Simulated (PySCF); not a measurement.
C₇H₇F₃NP.
Numbering: `[CH3:1][P:2]([C:3]([F:4])=[C:5]([F:6])[F:7])[n:8]1[cH:9][cH:10][cH:11][cH:12]1`

NICS = −σ at a ghost point: NICS(0) at the centroid of the ring atoms, NICS(1) 1 Å to either side along the normal of their mean plane, zz for the tensor component along that normal. Level: GIAO PBE0/pcSseg-1 (PySCF, non-relativistic, gas phase) on the GFN2-xTB geometry, one conformer.

Ring bond lengths (Å), with Mayer bond orders in brackets: N8–C9 1.375 (1.07), C9–C10 1.360 (1.56), C10–C11 1.416 (1.33), C11–C12 1.360 (1.55), C12–N8 1.374 (1.10).

Question: Give the NICS values of each ring in ppm.

Answer: 
```json
{"ring": "N8–C9–C10–C11–C12", "type": "5-membered ring with N; formal bonds all aromatic", "NICS(0)": "-12.7", "NICS(1), two faces": "-10.7 / -10.6", "NICS(1)zz, two faces": "-28.3 / -27.6", "rms pucker (Å)": "0.00", "centre to ring atoms, mean (Å)": "1.17"}
```

Question: What can be read from them?

Answer: 
- N8–C9–C10–C11–C12: mean NICS(1)zz -27.9 ppm, shielded. The ring is flat and has no four-coordinate atom; by the NICS criterion it is aromatic.

Question: And the bond-length index? HOMA takes Krygowski's 1993 parameters.

Answer: 
- N8–C9–C10–C11–C12: HOMA 0.82; the largest term is that of C11–C12, α(R − Ropt)² = 0.21. The geometric and the magnetic index point the same way.

Question: What are the shieldings of the ring atoms and their hydrogens in the same run (means over atoms taken as equivalent)?

Answer: 
```tsv
atoms	environment	σ isotropic (ppm)
N8	pyrrole-type nitrogen	84.9
C9 (×2)	aromatic CH next to a ring nitrogen	58.5
C10 (×2)	aromatic CH carbon	68.5
H on C9 (×2)	aromatic hydrogen	24.76
H on C10 (×2)	aromatic hydrogen	25.17
```

The values belong to the conformer `[CH3:1][P:2]([C:3]([F:4])=[C:5]([F:6])[F:7])[n:8]1[cH:9][cH:10][cH:11][cH:12]1`: C1–P2–C3–F4 -14°, C1–P2–N8–C9 -55°.
